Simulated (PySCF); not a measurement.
Finite-field polarisability of Ar (argon, neutral)

[Ar], closed-shell 1S. All numbers are calculated (PySCF 2.14, the spin-free X2C one-electron Hamiltonian (Gaussian nucleus), in aug-cc-pVDZ-DK). Frozen: [Ne]. Energy changes in a uniform field (μhartree):

```tsv
axis	F (au)	HF	MP2	CCSD	CCSD(T)
x	0.0046	-101.352	-103.477	-103.887	-104.279
x	0.0092	-405.474	-413.986	-415.628	-417.194
```

Q: Derive α along x at CCSD(T) from the two fields.

A: With ΔE = −αF²/2 − γF⁴/24, α = −(16 ΔE(F) − ΔE(2F))/(6F²) = 9.856 bohr³.

Q: And the mean polarisability at each level?

A: HF 9.579, MP2 9.780, CCSD 9.819, CCSD(T) 9.856 bohr³. Reference: 11.083 ± 0.007 bohr³ (recommended; Schwerdtfeger and Nagle, table of static dipole polarizabilities (2023 update)).

CCSD(T) lies more than 5 % below the reference, which points to too few diffuse and polarisation functions.

A double-zeta set is small for polarisabilities.
